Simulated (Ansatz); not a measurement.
Born–Oppenheimer molecular dynamics of CH₇ClGe₂ (11 atoms, charge 0, multiplicity 1). It starts from a relaxed structure.

All numbers below come from RKS PBE/def2-SVP in Ansatz.

| Quantity | Value |
| --- | --- |
| ensemble | NVT, Langevin thermostat |
| time step | 0.5 fs |
| steps asked | 166 |
| set temperature | 500 K |
| friction | 0.02 /fs |
| temperature schedule | 41 steps to 500 K, then 125 steps to 125 K |
| seed | 30978 |

Frames 1 fs apart, positions in Å, forces in eV/Å.

Velocities at 45.0 fs (Å/ps):

```
Ge -1.35 -1.05 1.60
H -19.97 33.48 -13.95
Cl -3.95 -0.96 -3.36
Ge -2.31 -3.45 -0.12
H -9.34 1.31 -25.52
H -9.61 10.33 -13.87
H 13.82 3.47 28.27
C -8.19 -1.09 5.92
H 5.38 -14.55 -0.02
H 6.24 -31.48 27.88
H 19.20 -9.46 3.77
```

```xyz
11
Properties=species:S:1:pos:R:3:forces:R:3 time_fs=45.0 energy_less_start_eV=0.308 T=375
Ge -0.156 -0.042 0.119 -0.12 -0.94 0.06
H 0.224 -0.073 1.615 -0.24 -0.01 0.25
Cl 1.842 0.200 -0.748 0.23 -0.02 -0.29
Ge -1.304 1.917 -0.640 -0.12 0.05 0.41
H -2.673 2.165 0.013 -0.23 -0.03 0.12
H -0.387 3.085 -0.306 0.24 0.41 0.03
H -1.487 1.787 -2.133 -0.08 0.00 -0.71
C -0.899 -1.800 -0.510 -0.58 0.47 1.64
H -2.002 -1.831 -0.469 -0.34 0.29 0.75
H -0.828 -1.825 -1.576 1.12 -0.57 -1.35
H -0.527 -2.650 0.129 0.11 0.36 -0.89
11
Properties=species:S:1:pos:R:3:forces:R:3 time_fs=46.0 energy_less_start_eV=0.333 T=377
Ge -0.157 -0.044 0.121 -0.25 -0.86 -0.27
H 0.201 -0.038 1.602 -0.13 -0.07 0.56
Cl 1.839 0.199 -0.751 0.22 -0.04 -0.27
Ge -1.306 1.914 -0.640 0.02 0.17 0.85
H -2.682 2.167 -0.012 -0.27 -0.03 0.18
H -0.397 3.098 -0.320 0.20 0.34 0.05
H -1.474 1.788 -2.107 -0.14 -0.06 -1.29
C -0.907 -1.799 -0.503 0.00 0.05 2.19
H -2.002 -1.841 -0.468 -0.60 0.26 0.78
H -0.816 -1.857 -1.556 1.12 -0.48 -1.77
H -0.504 -2.661 0.131 -0.17 0.73 -1.01
11
Properties=species:S:1:pos:R:3:forces:R:3 time_fs=47.0 energy_less_start_eV=0.307 T=422
Ge -0.158 -0.045 0.123 -0.33 -0.77 -0.49
H 0.175 -0.002 1.597 -0.04 -0.11 0.77
Cl 1.835 0.198 -0.754 0.22 -0.05 -0.25
Ge -1.308 1.911 -0.641 0.14 0.35 1.21
H -2.692 2.169 -0.032 -0.26 -0.04 0.19
H -0.405 3.115 -0.330 0.10 0.18 0.05
H -1.456 1.790 -2.091 -0.19 -0.10 -1.70
C -0.914 -1.798 -0.492 0.19 -0.27 1.70
H -2.013 -1.843 -0.460 -0.41 0.20 0.74
H -0.797 -1.895 -1.552 0.96 -0.30 -1.29
H -0.481 -2.669 0.121 -0.39 0.90 -0.92
11
Properties=species:S:1:pos:R:3:forces:R:3 time_fs=48.0 energy_less_start_eV=0.237 T=460
Ge -0.159 -0.047 0.124 -0.35 -0.66 -0.51
H 0.148 0.033 1.602 0.00 -0.16 0.76
Cl 1.830 0.198 -0.756 0.22 -0.07 -0.22
Ge -1.310 1.908 -0.641 0.23 0.51 1.15
H -2.703 2.170 -0.052 -0.25 -0.05 0.19
H -0.409 3.131 -0.337 -0.01 0.01 0.05
H -1.442 1.791 -2.095 -0.18 -0.10 -1.68
C -0.921 -1.796 -0.481 0.24 -0.51 0.38
H -2.029 -1.843 -0.445 -0.04 0.15 0.64
H -0.770 -1.939 -1.564 0.62 0.03 -0.17
H -0.461 -2.668 0.099 -0.48 0.83 -0.59
11
Properties=species:S:1:pos:R:3:forces:R:3 time_fs=49.0 energy_less_start_eV=0.204 T=469
Ge -0.161 -0.050 0.125 -0.35 -0.54 -0.41
H 0.122 0.063 1.613 0.01 -0.20 0.64
Cl 1.826 0.196 -0.757 0.23 -0.08 -0.19
Ge -1.312 1.906 -0.641 0.20 0.58 0.78
H -2.715 2.168 -0.070 -0.20 -0.06 0.18
H -0.417 3.144 -0.343 -0.07 -0.09 0.05
H -1.431 1.791 -2.114 -0.15 -0.07 -1.32
C -0.928 -1.793 -0.470 0.33 -0.58 -1.08
H -2.042 -1.843 -0.429 0.23 0.11 0.51
H -0.736 -1.984 -1.583 0.18 0.44 0.98
H -0.448 -2.657 0.072 -0.41 0.49 -0.12
11
Properties=species:S:1:pos:R:3:forces:R:3 time_fs=50.0 energy_less_start_eV=0.234 T=428
Ge -0.162 -0.052 0.127 -0.34 -0.42 -0.19
H 0.095 0.091 1.632 0.01 -0.25 0.39
Cl 1.822 0.193 -0.758 0.23 -0.09 -0.16
Ge -1.314 1.904 -0.641 0.10 0.60 0.14
H -2.730 2.162 -0.082 -0.12 -0.07 0.14
H -0.426 3.155 -0.348 -0.11 -0.15 0.06
H -1.420 1.794 -2.148 -0.10 -0.03 -0.67
C -0.936 -1.791 -0.460 0.53 -0.52 -2.22
H -2.049 -1.841 -0.406 0.30 0.05 0.37
H -0.698 -2.020 -1.601 -0.27 0.80 1.80
H -0.439 -2.643 0.046 -0.25 0.07 0.34
11
Properties=species:S:1:pos:R:3:forces:R:3 time_fs=51.0 energy_less_start_eV=0.299 T=349
Ge -0.164 -0.054 0.128 -0.33 -0.30 0.08
H 0.070 0.115 1.653 0.00 -0.30 0.10
Cl 1.817 0.190 -0.760 0.24 -0.10 -0.13
Ge -1.316 1.902 -0.641 -0.02 0.62 -0.45
H -2.746 2.152 -0.091 0.01 -0.08 0.09
H -0.433 3.165 -0.355 -0.15 -0.21 0.06
H -1.414 1.794 -2.186 -0.07 0.01 -0.04
C -0.943 -1.789 -0.451 0.79 -0.29 -2.82
H -2.051 -1.840 -0.383 0.19 0.00 0.26
H -0.665 -2.043 -1.604 -0.61 1.02 2.10
H -0.431 -2.627 0.025 -0.05 -0.37 0.76
11
Properties=species:S:1:pos:R:3:forces:R:3 time_fs=52.0 energy_less_start_eV=0.351 T=302
Ge -0.166 -0.055 0.129 -0.36 -0.22 0.35
H 0.045 0.139 1.674 0.01 -0.35 -0.17
Cl 1.812 0.187 -0.761 0.26 -0.11 -0.11
Ge -1.317 1.901 -0.640 -0.14 0.65 -0.91
H -2.763 2.137 -0.098 0.15 -0.08 0.03
H -0.438 3.175 -0.367 -0.20 -0.27 0.07
H -1.409 1.790 -2.220 -0.05 0.04 0.44
C -0.951 -1.789 -0.445 1.04 -0.02 -2.92
H -2.051 -1.841 -0.359 0.05 -0.05 0.17
H -0.638 -2.050 -1.587 -0.85 1.10 1.99
H -0.422 -2.614 0.010 0.09 -0.69 1.06
11
Properties=species:S:1:pos:R:3:forces:R:3 time_fs=53.0 energy_less_start_eV=0.371 T=308
Ge -0.167 -0.057 0.131 -0.39 -0.12 0.60
H 0.024 0.162 1.692 0.02 -0.41 -0.39
Cl 1.808 0.184 -0.762 0.28 -0.12 -0.10
Ge -1.319 1.899 -0.639 -0.19 0.69 -1.27
H -2.776 2.123 -0.102 0.25 -0.07 -0.01
H -0.441 3.185 -0.377 -0.27 -0.35 0.07
H -1.405 1.781 -2.250 -0.05 0.07 0.83
C -0.958 -1.789 -0.440 1.32 0.12 -2.54
H -2.051 -1.843 -0.335 -0.12 -0.09 0.09
H -0.619 -2.046 -1.551 -0.96 1.06 1.52
H -0.412 -2.605 0.005 0.10 -0.77 1.21
11
Properties=species:S:1:pos:R:3:forces:R:3 time_fs=54.0 energy_less_start_eV=0.365 T=271
Ge -0.169 -0.059 0.133 -0.41 -0.02 0.74
H 0.005 0.179 1.703 0.05 -0.44 -0.51
Cl 1.803 0.182 -0.764 0.28 -0.13 -0.09
Ge -1.319 1.898 -0.639 -0.21 0.70 -1.54
H -2.783 2.111 -0.110 0.29 -0.06 -0.02
H -0.446 3.194 -0.386 -0.30 -0.40 0.07
H -1.401 1.774 -2.275 -0.04 0.10 1.09
C -0.962 -1.787 -0.437 1.67 0.06 -1.60
H -2.044 -1.845 -0.310 -0.38 -0.12 0.04
H -0.607 -2.032 -1.503 -0.89 0.89 0.63
H -0.400 -2.601 0.011 -0.05 -0.57 1.17
11
Properties=species:S:1:pos:R:3:forces:R:3 time_fs=55.0 energy_less_start_eV=0.369 T=249
Ge -0.172 -0.060 0.135 -0.41 0.08 0.88
H -0.011 0.192 1.712 0.06 -0.47 -0.60
Cl 1.800 0.180 -0.765 0.28 -0.14 -0.07
Ge -1.319 1.896 -0.640 -0.22 0.67 -1.67
H -2.785 2.100 -0.116 0.26 -0.05 -0.01
H -0.457 3.199 -0.395 -0.28 -0.40 0.09
H -1.401 1.769 -2.285 -0.04 0.10 1.19
C -0.964 -1.785 -0.435 1.89 -0.03 -0.15
H -2.034 -1.852 -0.288 -0.68 -0.13 0.01
H -0.601 -2.013 -1.451 -0.61 0.60 -0.66
H -0.391 -2.601 0.027 -0.25 -0.24 1.00
11
Properties=species:S:1:pos:R:3:forces:R:3 time_fs=56.0 energy_less_start_eV=0.402 T=241
Ge -0.174 -0.062 0.137 -0.40 0.20 0.97
H -0.026 0.203 1.718 0.09 -0.49 -0.65
Cl 1.796 0.179 -0.767 0.27 -0.15 -0.05
Ge -1.320 1.894 -0.640 -0.18 0.63 -1.70
H -2.781 2.093 -0.123 0.16 -0.04 0.04
H -0.471 3.202 -0.402 -0.23 -0.36 0.10
H -1.406 1.766 -2.281 -0.03 0.10 1.14
C -0.964 -1.783 -0.434 1.74 -0.16 1.70
H -2.030 -1.854 -0.269 -0.74 -0.12 -0.05
H -0.602 -1.989 -1.407 -0.14 0.20 -2.16
H -0.385 -2.604 0.056 -0.53 0.20 0.65
```

Of the whole run (83 fs, mean temperature of the second half 302 K): The schedule's set-point averaged 250 K over the second half and the system 302 K, so it lags behind the ramp. A run of 0.083 ps of so small a system gives no equilibrium averages.

Time of the run: 8.6 min on 4 threads of AMD EPYC 7571, with other jobs on the host, peak memory 0.24 GiB.
